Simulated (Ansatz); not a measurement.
`C[S][Al]([Cl])[Cl]` + HI → `[Cl][Al]([Cl])[I]` + CH₃SH at 600 K and 1 bar (ligand exchange at the Al–S bond).

Isolated molecules relaxed with PBE0-D4/def2-TZVP in Ansatz; ΔE leaves out vibrations. CBS: MP2 limit from def2 TZ/QZ plus the TZ coupled-cluster correction, frozen cores. This one scheme is used for every species. def2 core potentials past Kr. For I outer-core shells are correlated without core-valence functions, which leaves a few kJ/mol of doubt a bond. Each species was taken in one conformer, which may not be the lowest.

| species | CCSD(T)/CBS energy (Eh) | H − E (kJ/mol) | S (J/(mol·K)) |
| --- | --- | --- | --- |
| `C[S][Al]([Cl])[Cl]` | -1599.39326 | 171.4 | 475.9 |
| HI | -298.03592 | 31.6 | 227.0 |
| `[Cl][Al]([Cl])[I]` | -1459.21603 | 51.8 | 397.0 |
| CH₃SH | -438.22835 | 152.3 | 296.8 |

H − E and S are ideal-gas, rigid-rotor, harmonic terms from PBE0-D4/def2-TZVP, for one conformer and one mirror image of each species. 1 Eh = 2625.50 kJ/mol, R = 8.31446 J/(mol·K).

Problem. By hand: ΔE, ΔH, ΔS and ΔG.

Solution. ΔE = (-1459.21603) + (-438.22835) − (-1599.39326) − (-298.03592) = -0.01520 Eh = -39.9 kJ/mol. Δ(H − E) = 51.8 + 152.3 − 171.4 − 31.6 = 1.1, so ΔH = -38.8 kJ/mol. ΔS = 397.0 + 296.8 − 475.9 − 227.0 = -9.1 J/(mol·K). ΔG = -38.8 − 600 × (-9.1)/1000 = -33.3 kJ/mol.

Problem. By hand: the equilibrium constant, and the temperature at which ΔG would vanish if ΔH and ΔS stayed fixed.

Solution. log₁₀ K = −ΔG/(RT ln 10) = 2.9. ΔG = 0 at ΔH/ΔS = 4264 K, far beyond where these terms or the molecules hold.

The number of gas molecules stays the same, so ΔS is small and ΔH decides. A doubt of 5 kJ/mol in ΔE shifts log₁₀ K by 0.4 here. Other conformers and mirror images would add mixing entropy, several J/(mol·K) or more a flexible species. Modes under 60 cm⁻¹, often nearly free rotors, make the harmonic entropy too high. These are equilibria of isolated gas molecules and say nothing of rates. Largest T1 diagnostic: 0.009 (customary marks: 0.02 for closed shells, 0.045 for open ones).
